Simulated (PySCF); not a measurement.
[C2H9PSi2]-: g tensor and hyperfine couplings

Species: C₂H₉PSi₂ (charge -1 and doublet state).
Atom-mapped SMILES: `[CH2-:1][CH:2][SiH2:3][SiH2:4][PH2:5]` (hydrogens: H6, H7 on C1; H8 on C2; H9, H10 on Si3; H11, H12 on Si4; H13, H14 on P5)

Structure used (GFN2-xTB), in Å, numbered top down from 1:
```
atom  x, y, z in Å
C1     0.4622   -2.6237   -1.1209
C2    -0.5000   -1.7340   -0.7906
Si3   -0.4456   -0.5412    0.6481
Si4    0.7330    1.4995    0.9908
P5    -0.2096    3.2192   -0.1281
H6     1.2554   -2.8696   -0.4315
H7     0.4797   -3.1516   -2.0657
H8    -1.2383   -1.5278   -1.5666
H9    -1.8819   -0.3013    0.9605
H10    0.0789   -1.3467    1.7882
H11    1.4902    2.3760    1.9819
H12    1.9194    1.3135    0.0877
H13   -1.3356    3.2821    0.6579
H14   -0.8434    2.4050   -1.0338
```

The hyperfine couplings belong to this conformer and change with its torsions.

The calculation used PySCF 2.14.0, UKS B3LYP, pcH-1 on C H P Si, non-relativistic, mean-field spin-orbit, GIAO. Whether the extra electron is bound in the gas phase wasn't checked; a finite basis holds it in any case. A GFN2-xTB geometry isn't a minimum of the functional, and hyperfine couplings can be far from their values at a DFT geometry, by a factor of two or more for some ions and for spin on atoms past the first row. No stability test was run, so a lower SCF solution isn't excluded.

| Quantity | Value |
| --- | --- |
| g1, g2, g3 | 2.00233, 2.00326, 2.00461 |
| g_iso | 2.00340 |
| Form of g | rhombic: the two nearest values differ by 41 % of g3 − g1 |
| ⟨S²⟩ | 0.7587 (exact 0.7500) |
| α and β electrons | 33, 32 |
| HOMO–LUMO gap, α and β orbitals | 2.74, 5.17 eV |
| Basis functions | 245 |

Hyperfine couplings atom by atom, in mT; T1 to T3 are the principal values of the dipolar part; ρ(0) is the spin density at the nucleus (MHz turned into mT with g_iso):

```csv
atom,isotope,a_iso,of which spin–orbit,T1,T2,T3,Mulliken spin population,ρ(0) (bohr⁻³)
C1,13C,0.72,0.00,-0.73,-0.71,1.44,0.26,0.0179
C2,13C,3.52,0.00,-0.63,-0.11,0.74,0.02,0.0879
Si3,29Si,-11.77,0.01,-1.46,0.55,0.91,0.34,0.3718
Si4,29Si,-15.46,0.01,-1.32,0.37,0.95,0.31,0.4882
P5,31P,0.70,0.00,-0.30,-0.12,0.43,0.00,0.0108
H6,1H,-0.52,0.00,-0.30,-0.02,0.32,-0.01,-0.0033
H7,1H,-0.44,0.00,-0.37,0.00,0.37,-0.01,-0.0028
H8,1H,-0.01,0.00,-0.12,-0.04,0.16,0.00,-0.0001
H9,1H,-0.54,0.00,-0.13,-0.05,0.19,-0.01,-0.0034
H10,1H,-0.03,0.00,-0.12,-0.02,0.14,-0.02,-0.0002
H11,1H,5.87,0.00,-0.12,-0.05,0.17,0.12,0.0368
H12,1H,-0.31,0.00,-0.12,-0.01,0.14,-0.02,-0.0019
H13,1H,0.24,0.00,-0.05,-0.02,0.08,0.00,0.0015
H14,1H,-0.09,0.00,-0.09,-0.03,0.12,0.01,-0.0006
```

The largest Mulliken spin populations are on Si3 (+0.34), Si4 (+0.31), C1 (+0.26) and H11 (+0.12). Three atoms exceed +0.15.

C2, the radical centre as drawn in `[CH2-][CH][SiH2][SiH2]P`, holds a spin population of +0.02 out of 1.

Axes: g2 points within 15° of the Si4–H11 bond and g3 points within 12° of the C1–C2 bond.

Under fast tumbling the dipolar parts average out, and these isotropic splittings remain: 2 × 1H (H11/H12, I = 1/2, 3 lines) with 2.78 mT, 1 × 31P (P5, I = 1/2, 2 lines) with 0.70 mT, 1 × 1H (H6, I = 1/2, 2 lines) with 0.52 mT, 1 × 1H (H7, I = 1/2, 2 lines) with 0.44 mT, 2 × 1H (H9/H10, I = 1/2, 3 lines) with 0.29 mT and 2 × 1H (H13/H14, I = 1/2, 3 lines) with 0.07 mT.

Means are taken over nuclei equivalent by connectivity, which assumes that they swap fast. H6 and H7 aren't averaged: C1 is flat or nearly so (angle sum 360°), and its turn about the short C1–C2 bond (1.35 Å) is taken as slow. The 1H value of +78.0 MHz is a mean of couplings from -8.6 to 164.6 MHz in this one geometry, not an average over conformers. The 1H value of -8.0 MHz is a mean of couplings from -15.2 to -0.8 MHz in this one geometry, not an average over conformers.

The 13C coupling of C2 (98.8 MHz) shows only in satellite lines or after enrichment, since that isotope makes up about 1.07 % of natural carbon.

The 29Si coupling of Si4 (-433.6 MHz) shows only in satellite lines or after enrichment, since that isotope makes up about 4.7 % of natural silicon.

The spin density at the nucleus, in bohr⁻³, is negative for H6 (-0.0033) and H7 (-0.0028), for instance. A restricted open-shell determinant has no negative spin density anywhere; here it arises because α and β orbitals differ (spin polarisation).
